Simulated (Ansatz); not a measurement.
Strength of the P–Ga bond: PH3(GaH3) → GaH3 + PH3

Species: PH3(GaH3), singlet; GaH3 `[GaH3]`, singlet; PH3 `P`, singlet. 

Shapes, held fixed at every level: PBE0-D4/def2-TZVP. Programs: Ansatz 0.2.0. The zero-point and thermal change to 298 K, harmonic and unscaled (PBE0-D4/def2-TZVP), is -7.6 kJ/mol.

```
               level                   kind  ΔH(298 K) (kJ/mol)  less CCSD(T)/def2-TZVPP
    SPW92/def2-TZVPP                    LDA               +82.5                    +32.6
r2SCAN-D4/def2-TZVPP               meta-GGA               +60.6                    +10.7
  PBE0-D4/def2-TZVPP          global hybrid               +59.4                     +9.5
   B2PLYP/def2-TZVPP          double hybrid               +43.9                     -6.0
        MP2/def2-SVP    perturbation theory               +47.1                     -2.8
     CCSD/def2-TZVPP  coupled cluster or CI               +45.9                     -4.0
  CCSD(T)/def2-TZVPP  coupled cluster or CI               +49.9                      0.0
```

The highest level, CCSD(T)/def2-TZVPP, gives ΔH(298 K) = +49.9 kJ/mol; the levels span +43.9 to +82.5. A fragment pairs its electrons up again, so this isn't a typical strength of such a bond. The column of differences is taken from that level and isn't an error. No measured value is set beside it here. Relativity is left out for Ga unless named. Correlated rows may include outer-core shells of Ga, which these sets cover unevenly.
